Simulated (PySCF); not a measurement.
## Calculated NMR parameters of CN(C)[Si@@](C)([SiH3])C#N

- Formula: C4H12N2Si2
- SMILES: CN(C)[Si@@](C)([SiH3])C#N
- Point group of the computed structure: C1
- Degrees of unsaturation: 2
- Carbon signals: 3
- Proton signals: 3

Atom-mapped SMILES (the numbers label the heavy atoms): `[CH3:1][N:2]([CH3:3])[Si@@:4]([CH3:5])([SiH3:6])[C:7]#[N:8]`. Hydrogens are named by the atom that carries them.

[PySCF: σ from GIAO-PBE0/pcSseg-1; GFN2-xTB geometry; single conformer; fast rotation and ring inversion assumed for equivalent nuclei; non-relativistic Hamiltonian; isolated molecule]

Chemical shifts δ = σref − σ; TMS for ¹H (σref 31.72) and ¹³C (σref 186.93) and ²⁹Si (σref 349.16); NH3 for ¹⁵N (σref 267.73), all at this level.

```tsv
carbon	δC, type	δH (multiplicity)	HMBC from (2–3 bonds)	span of the C tensor (ppm)
C1/C3	41.5, CH3	2.62 (s)	H(C1)/H(C3)	61
C5	0.9, CH3	0.54 (s)	H(Si6)	18
C7	126.9, C	–	H(Si6), H(C5)	347
```

Other nuclei:
| atoms | nucleus | environment | δ (ppm) | σ (ppm) |
| --- | --- | --- | --- | --- |
| H(Si6) | ¹H | hydrogen on a silicon bonded to Si | 3.53 | 28.18 |
| Si4 | ²⁹Si | silicon bonded to 2 C, N, Si | -30.5 | 379.7 |
| Si6 | ²⁹Si | silicon bonded to Si, 3 H | -115.7 | 464.8 |
| N8 | ¹⁵N | nitrile nitrogen | 356.4 | -88.7 |
| N2 | ¹⁵N | nitrogen bonded to 2 C, Si | 28.3 | 239.5 |

1. Carbon types of the structure: 1 × C, 3 × CH3, leaving 3 H on heteroatoms.
2. δC 126.9: nitrile carbon; this is the usual window of a C≡N carbon, which has no attached hydrogen.
3. δC 41.5: methyl carbon bonded to N; deshielded by the electronegative neighbour.
4. δC 0.9: methyl carbon bonded to Si; an electropositive neighbour leaves it electron-rich and shielded.
5. δH 2.62: hydrogen on a methyl carbon bonded to N; its carbon carries N, which withdraws density.
6. δH 0.54: hydrogen on a methyl carbon bonded to Si; an electropositive neighbour shields it, as in TMS itself.

Shifts are as computed. Against solution values, carbons near 30 ppm lie about +3 ppm off and those near 130 ppm about +5 ppm. Of 1309 compounds with measured shifts, 239 miss one by over three times the rms of a fit or turn the order of signals round; such compounds aren't used in these exercises. Experimental scales use liquid or dissolved standards, which lie at an offset from isolated NH3 (liquid NH3: subtract about 20 ppm). Unscaled 15N shifts of sp2 nitrogen come out 20 to 40 ppm too high even then. No couplings were computed; multiplicities are counted from neighbouring protons, with m where these are inequivalent, close in shift, in a saturated or five-membered ring or joined by F or P, and br s for small geminal =CH2 splittings.
